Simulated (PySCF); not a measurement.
Species: CH9ClSSi3.
Numbering: `[CH3:1][S:2][Si@@H:3]([SiH3:4])[SiH2:5][Cl:6]` (hydrogens: H7, H8, H9 on C1; H10 on Si3; H11, H12, H13 on Si4; H14, H15 on Si5)

Computed, not measured: core-valence-separated Tamm–Dancoff BHandHLYP/aug-pcX-1 (pcseg-1 on H, def2-SVPD on Si, def2-SVPD on Cl, def2-SVPD on S) in PySCF, non-relativistic, gas phase, PBE0-D3(BJ)/def2-SVP geometry.

Computed carbon K-edge spectrum, Gaussian lines of 0.4 eV full width, highest printed point 100; it ends one width below the last computed root. No empirical shift is added; at this level the pattern usually sits a few eV under experiment.

```tsv
photon energy (eV)	absorption
284.5	1
284.6	5
284.7	16
284.8	38
284.9	62
285.0	72
285.1	60
285.2	35
285.3	14
285.4	4
285.5	1
285.6	0
285.7	0
285.8	0
285.9	1
286.0	4
286.1	8
286.2	12
286.3	12
286.4	9
286.5	5
286.6	3
286.7	7
286.8	21
286.9	48
287.0	80
287.1	100
287.2	94
287.3	66
287.4	35
287.5	15
287.6	6
287.7	4
287.8	4
```

Q: Where are the maxima, and which lines make them up?

A: 3 maxima:
- 285.0 eV: C1 (S-methyl carbon), 284.99 eV, f = 0.046, 100 % of the height at the exact maximum
- 286.2 eV: C1 (S-methyl carbon), 286.25 eV, f = 0.008, 100 % of the height at the exact maximum
- 287.1 eV: C1 (S-methyl carbon), 287.16 eV, f = 0.028, 42 % of the height at the exact maximum; C1 (S-methyl carbon), 287.04 eV, f = 0.027, 35 % of the height at the exact maximum; C1 (S-methyl carbon), 287.21 eV, f = 0.017, 22 % of the height at the exact maximum

Roots within 0.03 eV on the same or equivalent atoms count as one line; shares under 12 % aren't listed.

Vibrational structure and lifetime widths aren't in the curve. The ionisation threshold wasn't computed; near and above it a finite basis only mimics Rydberg series and continuum.

The values belong to the conformer `[CH3:1][S:2][Si@@H:3]([SiH3:4])[SiH2:5][Cl:6]`: C1–S2–Si3–Si4 67°, S2–Si3–Si5–Cl6 -165°.
